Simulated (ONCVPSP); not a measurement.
## Al (Z = 13): variants of one ONCV potential

Base potential:

ONCVPSP 4.0.1 input, shortened (lines: element, Z, core and valence counts, functional; n l f; lmax; l rc ep ncon nbas qcut; lloc lpopt rc5 dvloc0; l nproj debl; icmod fcfact rcfact), PBEsol, non-relativistic:

```
  Al 13.00    3    2  -116133      upf
    1    0    2.00
    2    0    2.00
    2    1    6.00
    3    0    2.00
    3    1    1.00
    2
    0    1.95    0.00    4    7    4.10
    1    2.65    0.00    5    8    3.10
    2    2.60    0.04    4    8    3.20
    0    5    1.95    0.00
    0    0    3.60
    1    3    3.40
    2    2    1.40
    2    0.55    1.10
```

Cutoffs, loose and tight: the cutoffs (Ha) at which the residual kinetic energy of the hardest occupied pseudo-wave falls to 1 and 0.1 mHa per electron. They do not see the model core or the augmentation charge, which bear on the density cutoff. Test errors are all-electron minus pseudo excitation energies from the reference, over the configurations 3s2 3p0; 3s1 3p0; 3s2 3p0.5; 3s0 3p3. A dash means not determined; rows that change the core or the reference have their own tests.

For the base: The cutoffs count occupied waves only; projector 3 of the p channel, the hardest unoccupied one, needs 17 Ha at the loose tolerance.

| change | outcome | cutoff, loose | cutoff, tight | bound ghosts | GHOST(+) flags above zero | largest test error (meV) |
| --- | --- | --- | --- | --- | --- | --- |
| base | generated | 6.0 Ha | 7.7 Ha | none | none | +26 |
| core correction Teter function fitted to the true core (icmod 2), fcfact 0.36 | generated | 6.0 Ha | 7.7 Ha | none | none | +23 |
| core correction Teter function fitted to the true core (icmod 2), fcfact 0.56 | generated | 6.0 Ha | 7.7 Ha | none | none | +26 |
| core correction Teter function fitted to the true core (icmod 2), fcfact 0.7 | generated | 6.0 Ha | 7.7 Ha | none | none | +27 |
| core correction Teter function fitted to the true core (icmod 2), fcfact 0.82 | generated | 6.0 Ha | 7.7 Ha | none | none | +26 |
| core correction Teter function fitted to the true core (icmod 2), fcfact 1.02 | generated | 6.0 Ha | 7.7 Ha | none | none | +26 |
| core correction Teter function fitted to the true core (icmod 2), fcfact 1.14 | generated | 6.0 Ha | 7.7 Ha | none | none | +25 |

(1) What comes out with this change to the base: core correction Teter function fitted to the true core (icmod 2), fcfact 0.14?

## Answers

(1) outcome: generated; cutoff, loose: 6.0 Ha; cutoff, tight: 7.7 Ha; bound ghosts: none; GHOST(+) flags above zero: none; largest test error (meV): +8.5.

Reading the sweep of the fcfact (base included, trends over the rows without a ghost): The loose cutoff stays near 6.0 Ha. The median size of the test errors (rows with all tests solved) rises from 2.0 meV at 0.14 to 2.2 meV at 1.14, with one reversal.
